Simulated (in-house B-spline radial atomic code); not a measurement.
## BLYP excitations of Li⁺

Method: BLYP. Computed with an all-electron radial atomic-structure program (B-spline basis): linear response of the closed shell 1s2 with the functional's adiabatic kernel; scalar-relativistic (spin-free one-electron X2C), finite nucleus, no spin-orbit coupling, no double excitations, S, P, D and F terms only.

Command:
```bash
python run_td.py task.json out
```
Settings (radii: box in bohr, nucleus in fm):
```
Z                        3
electrons                2
configuration            1s2
hamiltonian              x2c
method                   b88,lyp
box_radius               41.61
rms_radius               2.444
intervals                77
```

Time taken, with all properties: 0.3 s on 1 thread of Arm Neoverse N1, with other jobs on the host.

The lowest states, in the order of their Tamm-Dancoff energies; the method's threshold (minus the highest occupied level) is 60.72 eV. Labels give the largest channel, * marks a mixed state, and oscillator strengths are full-response dipole values. Measured ¹D terms are left out, since they can mix with doubly excited terms. Semilocal kernels can invert the small singlet-triplet splittings of Rydberg terms. Energies in eV:

| state | full response | Tamm-Dancoff | oscillator strength | measured (J-weighted term) |
| --- | --- | --- | --- | --- |
| 1s → 2s 3S | ? | ? | - | ? |
| 1s → 2s 1S | 54.20 | 54.26 | - | - |
| 1s → 2p 3P | 54.85 | 54.86 | - | 61.281 |
| 1s → 2p 1P | 55.56 | 55.57 | 0.244 | 62.216 |
| 1s → 3s 3S | 58.30 | 58.31 | - | 68.781 |
| 1s → 3s 1S | ? | ? | - | ? |
| 1s → 3p 3P | 58.76 | 58.76 | - | 69.369 |
| 1s → 3p 1P | 58.89 | 58.89 | 0.0414 | 69.648 |

Task: Where does 1s → 3s 1S lie?

Result: At 58.56 eV in full response, 58.57 eV in Tamm-Dancoff; measured 69.279 eV.

Task: Where does 1s → 2s 3S lie?

Result: At 52.70 eV in full response, 52.72 eV in Tamm-Dancoff; measured 59.021 eV.

Task: How large is the singlet-triplet splitting of 1s → 2s (S terms) in Tamm-Dancoff?

Result: 1.54 eV, from the unrounded values.

Task: What polarisabilities and dispersion coefficient does the method give?

Result: Dipole 0.2073 bohr³, quadrupole 0.1379 bohr⁵, C6 0.08604 hartree·bohr⁶ for two such species.
